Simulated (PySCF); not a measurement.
Ligands exchanged one at a time, Ga F-OH. All species are isolated molecules in the gas phase. One relaxed conformer stands for each flexible species; it need not be the lowest. Strings in code marks are SMILES.

Computed with B3LYP-D3(BJ)/def2-TZVP // PBE0-D4/def2-TZVP run with PySCF 2.14.0. All candidates: neutral, multiplicity 1. B3LYP has the VWN-RPA correlation part, as in Gaussian. Delta-SCF ions had no search for a lower state. Excitations are Tamm–Dancoff values on a coarser integration grid. The basis has no diffuse functions, so Rydberg states are missing or too high.

| Item | Value |
|---|---|
| HOMO–LUMO gap | 7.40 eV |
| vertical ionisation energy (Delta-SCF) | 11.19 eV |
| T1 excitation (TDA) | 5.75 eV |

**Question.** Say which member has these values.
A. `[OH][Ga]([F])[F]` (H–O–Ga–F torsion 180°)
B. `[OH][Ga]([OH])[OH]`
C. `[F][Ga]([F])[F]`
D. `[OH][Ga]([OH])[F]` (H–O–Ga–F torsion 0°, F–Ga–O–H torsion -180°)

**Answer.** B, `[OH][Ga]([OH])[OH]`. The others give `[OH][Ga]([OH])[F]` (H–O–Ga–F torsion 0°, F–Ga–O–H torsion -180°): 7.37 eV, 11.72 eV, 5.64 eV; `[F][Ga]([F])[F]`: 8.68 eV, 14.30 eV, 6.86 eV; `[OH][Ga]([F])[F]` (H–O–Ga–F torsion 180°): 7.52 eV, 12.77 eV, 5.70 eV
